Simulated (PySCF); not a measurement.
C₂H₂F₄, SMILES FC(F)C(F)F. Atoms are numbered in the order given.

```xyz
8

F     -1.3690    -0.0907     1.1066
C     -0.6951     0.3222     0.0000
F     -1.3690    -0.0907    -1.1066
C      0.6951    -0.3222     0.0000
F      1.3690     0.0907    -1.1066
F      1.3690     0.0907     1.1066
H     -0.6210     1.4346     0.0000
H      0.6210    -1.4346     0.0000
```
Charge 0, spin multiplicity 1.

Geometry optimised at PBE-D3(BJ)/def2-SVP. The values are those of a single conformer.

The numbers are results of PBE-D3(BJ)/def2-SVP run with PySCF, not measurements.

Frequencies are harmonic and unscaled.

```tsv
mode	ν (cm⁻¹)	IR (km/mol)	moving atoms (share of kinetic energy)
1	79	1.6	F 92 %
2	197	2.3	F 96 %
3	354	0.0	F 97 %
4	398	41.2	C 53 %, H 24 %, F 23 %
5	471	0.0	F 82 %, C 14 %
6	533	8.1	F 85 %, C 14 %
7	616	0.0	F 81 %, C 15 %
8	1088	0.0	C 82 %, H 10 %
9	1102	0.0	C 56 %, F 28 %, H 16 %
10	1123	0.0	H 44 %, C 31 %, F 25 %
11	1125	204.1	C 56 %, F 40 %
12	1139	360.0	C 52 %, F 35 %, H 12 %
13	1267	29.7	H 75 %, C 22 %
14	1316	57.3	H 81 %, C 16 %
15	1345	0.0	H 76 %, C 23 %
16	1414	0.0	C 51 %, H 46 %
17	2982	0.0	H 92 %, C 8 %
18	2993	66.0	H 92 %, C 8 %
```
